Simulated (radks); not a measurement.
Results of a calculation; reference values are marked as such.
Neutral mercury, 80 electrons, occupied as [Xe] 4f14 5d10 6s1 7s1 (not the ground configuration). Code: a radial shooting solver on a logarithmic mesh with Libxc functionals. Model: Dirac Kohn-Sham, LDA (Slater exchange, Perdew-Wang correlation), spin-unpolarised, spherical densities, finite nucleus; Fermi nuclear charge, rms radius 5.4648 fm. Some entries of the table are withheld. Estimate them.

| orbital | occ. | eigenvalue (eV) | r(max) (bohr) | <r> (bohr) |
|---|---|---|---|---|
| 1s1/2 | 2 | (1) | 0.01023 | 0.01660 |
| 2s1/2 | 2 | -14693.74 | 0.05941 | 0.06930 |
| 2p1/2 | 2 | -14107.44 | 0.04362 | 0.05694 |
| 2p3/2 | 4 | -12161.94 | 0.05112 | 0.06561 |
| 3s1/2 | 2 | -3490.145 | 0.1672 | 0.1803 |
| 3p1/2 | 2 | (2) | 0.1558 | 0.1705 |
| 3p3/2 | 4 | (3) | 0.1711 | 0.1864 |
| 3d3/2 | 4 | (4) | 0.1330 | 0.1622 |
| 3d5/2 | 6 | (5) | 0.1371 | 0.1670 |
| 4s1/2 | 2 | -770.6230 | 0.3764 | 0.3994 |
| 4p1/2 | 2 | -656.4282 | 0.3742 | 0.4013 |
| 4p3/2 | 4 | -552.1477 | 0.4055 | 0.4357 |
| 4d3/2 | 4 | -364.6236 | 0.3976 | 0.4427 |
| 4d5/2 | 6 | -345.1775 | 0.4072 | 0.4539 |
| 5s1/2 | 2 | (6) | 0.8279 | 0.9017 |
| 4f5/2 | 6 | -103.5659 | 0.3637 | 0.4793 |
| 4f7/2 | 8 | -99.3689 | 0.3683 | 0.4861 |
| 5p1/2 | 2 | (7) | 0.8719 | 0.9708 |
| 5p3/2 | 4 | (8) | 0.9517 | 1.069 |
| 5d3/2 | 4 | -16.3430 | 1.142 | 1.439 |
| 5d5/2 | 6 | -14.4578 | 1.180 | 1.502 |
| 6s1/2 | 1 | -11.2757 | 2.144 | 2.524 |
| 6p1/2 | 0 | -5.0264 | 2.640 | 3.318 |
| 6p3/2 | 0 | -3.9063 | 2.995 | 3.827 |
| 7s1/2 | 1 | -1.6081 | 6.933 | 7.794 |
| 6d3/2 | 0 | -0.4484 | (9) | 9.629 |
| 6d5/2 | 0 | -0.4349 | (10) | 9.759 |

Answer. 
(1) 1s1/2 eigenvalue (eV): -82935.36
(2) 3p1/2 eigenvalue (eV): -3224.232
(3) 3p3/2 eigenvalue (eV): -2793.413
(4) 3d3/2 eigenvalue (eV): -2349.570
(5) 3d5/2 eigenvalue (eV): -2257.171
(6) 5s1/2 eigenvalue (eV): -123.3647
(7) 5p1/2 eigenvalue (eV): -85.4936
(8) 5p3/2 eigenvalue (eV): -67.0285
(9) 6d3/2 r(max) (bohr): 8.294
(10) 6d5/2 r(max) (bohr): 8.400
